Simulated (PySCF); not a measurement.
A geometry optimisation on 3-methylphenylboronic acid (`Cc1cccc(B(O)O)c1`).

Computed with PBE0-D3(BJ)/def2-SVP geometry optimisation, gas phase (PySCF 2.14.0). Start geometry: GFN2-xTB. A driver script takes a list of jobs; this job's settings line and coordinates (Å) are shown.

Input:
```
{"job": {"xc": "PBE0", "basis": "def2-SVP", "d3": "d3bj", "grid": 2, "kind": "geom"}, "charge": 0, "multiplicity": 1}
C      2.696674    -0.894493    -0.076698
C      1.443977    -0.080118     0.052590
C      1.512079     1.281367     0.320037
C      0.355939     2.036062     0.411722
C     -0.878192     1.439245     0.236261
C     -0.984715     0.073886    -0.029714
B     -2.408906    -0.585777    -0.223378
O     -2.618661    -1.930530    -0.311755
O     -3.488542     0.221975    -0.305089
C      0.196296    -0.663140    -0.115997
H      3.075706    -0.833106    -1.097479
H      2.507550    -1.941297     0.149854
H      3.471154    -0.523028     0.590704
H      2.476725     1.749817     0.457174
H      0.420146     3.094306     0.621162
H     -1.783102     2.022875     0.304014
H     -1.841628    -2.482100    -0.241663
H     -4.313325    -0.251428    -0.420864
H      0.151022    -1.725266    -0.328340
```

Output:
```
step   0  E = -446.76351090  max force = 0.009937
step   1  E = -446.76527874  max force = 0.002112
step   2  E = -446.76529772  max force = 0.000481
step   3  E = -446.76529656  max force = 0.000832
step   4  E = -446.76529974  max force = 0.000327
optimisation converged
```

Energies in Eh; «max force» is the largest Cartesian gradient component in Eh/bohr.

Give the first gradient maximum in eV/Å.

With 1 Eh/bohr = 51.422 eV/Å, 0.511 eV/Å.

How much energy does the optimisation release, in kcal/mol?

E(step 0) − E(last step) = 0.001789 Eh, which is 1.1 kcal/mol.

In short: final energy -446.76530 Eh after 4 steps; dipole 1.59 D.

Give the final coordinates.

0.031 Å rms from the input after alignment:
```
atom  x, y, z in Å
C1     2.7870   -0.9824   -0.0953
C2     1.5343   -0.1658    0.0409
C3     1.5950    1.2074    0.3064
C4     0.4328    1.9709    0.3974
C5    -0.8130    1.3734    0.2276
C6    -0.9145   -0.0013   -0.0303
B7    -2.3279   -0.6628   -0.2032
O8    -2.5235   -2.0101   -0.3138
O9    -3.4210    0.1446   -0.2401
C10    0.2714   -0.7433   -0.1191
H11    3.1855   -0.9266   -1.1223
H12    2.6042   -2.0437    0.1274
H13    3.5780   -0.6237    0.5796
H14    2.5700    1.6840    0.4440
H15    0.5034    3.0415    0.6057
H16   -1.7261    1.9691    0.2980
H17   -1.7115   -2.5187   -0.2409
H18   -4.2315   -0.3670   -0.3362
H19    0.2308   -1.8197   -0.3278
```

The run took 69 s wall on one thread of an Arm Neoverse V2 (shared host), and the process peaked at 0.90 GiB of memory.
Labels such as C1 count atoms from 1, the log's own numbers from 0.
